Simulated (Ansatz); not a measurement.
Two isomers of C2H5NOSn: A = `NC#[C][SnH2][OH]`, B = `[CH3][SnH2][N]=C=O`.

Program: Ansatz. Geometries: PBE0-D4/def2-TZVP. ΔE: electronic, gas phase. CCSD(T)/CBS adds triple-zeta CCSD(T) − MP2 to the extrapolated MP2 energy (def2 sets, frozen cores). Functionals use def2-TZVPP. Elements past krypton have def2 core potentials. For Sn outer-core shells are correlated without core-valence functions, which leaves a few kJ/mol of doubt a bond. Each species was taken in one conformer, which may not be the lowest.

(1) Which is lower in electronic energy at CCSD(T)/CBS, and by how much? (Estimate.)

(2) Give E(B) − E(A) in kcal/mol with r2SCAN-D4, PBE-D4, CCSD(T)/def2-TZVPP, ωB97M-V, HF/def2-TZVPP, CCSD/def2-TZVPP, PBE0-D4. (Best estimate.)

Largest T1 diagnostic: 0.015.

## Answers

(1) Ansatz gave: B, by 44.7 kcal/mol.

(2) Computed: r2SCAN-D4 -51.3, PBE-D4 -50.4, CCSD(T)/def2-TZVPP -47.0, ωB97M-V -47.3, HF/def2-TZVPP -49.7, CCSD/def2-TZVPP -46.3, PBE0-D4 -49.8. None reverses the order clearly.

In def2-TZVPP, CCSD(T) changes the Hartree–Fock value by +2.8 kcal/mol (the triples alone add −0.7 kcal/mol) and MP2 by +2.2 kcal/mol.
